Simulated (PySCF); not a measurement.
**`Cc1pc[p-]c1C`, [C$_{5}$H$_{7}$P$_{2}$]-, charge -1**

Geometry:
```
atom   x (Å)   y (Å)   z (Å)
  C1  -1.361  -1.209   0.082
  C2   0.059  -0.720  -0.004
  P3   1.405  -1.847  -0.089
  C4   2.592  -0.598  -0.165
  P5   2.070   1.045  -0.131
  C6   0.367   0.622  -0.022
  C7  -0.696   1.684   0.044
  H8  -1.950  -0.855  -0.769
  H9  -1.845  -0.849   0.995
 H10  -1.381  -2.298   0.087
 H11   3.646  -0.841  -0.232
 H12  -1.282   1.596   0.963
 H13  -1.387   1.599  -0.800
 H14  -0.238   2.672   0.018
```

Total charge -1.

The calculation used TDDFT LC-wPBE/def2-SVPD excited states, vertical, gas phase (PySCF). Geometry: GFN2-xTB.

For a gas-phase anion, states above the detachment energy (about 2.9 eV, taken as minus the energy of the highest occupied orbital) lie in the continuum and depend on the basis.

Q: How strongly do the lowest singlets absorb one photon, and two photons of half the energy?

A: δ for parallel linear polarisation; σ at the peak of a Lorentzian of half width 0.1 eV, single beam; Ω is circular over linear.
| state | E (eV) | f | photon λ (nm) | δ (au) | σ (GM) | Ω | main |
| --- | --- | --- | --- | --- | --- | --- | --- |
| S1 | 4.57 | 0.187 | 543 | 44.8 | 0.34 | 1.50 | HOMO→LUMO+2 0.92 |
| S2 | 4.85 | 0.000 | 512 | 24.2 | 0.21 | 1.50 | HOMO→LUMO 0.58, HOMO→LUMO+5 0.21 |
| S3 | 4.99 | 0.011 | 497 | 113 | 1.03 | 1.28 | HOMO−1→LUMO+2 0.50, HOMO→LUMO+4 0.47 |
| S4 | 5.26 | 0.000 | 471 | 41.6 | 0.42 | 1.50 | HOMO→LUMO+3 0.63, HOMO→LUMO 0.14 |
| S5 | 5.41 | 0.000 | 458 | 0.29 | 0.00 | 1.50 | HOMO−2→LUMO+2 0.90 |

Among these, the strongest one-photon state is S1, the strongest two-photon state S3.
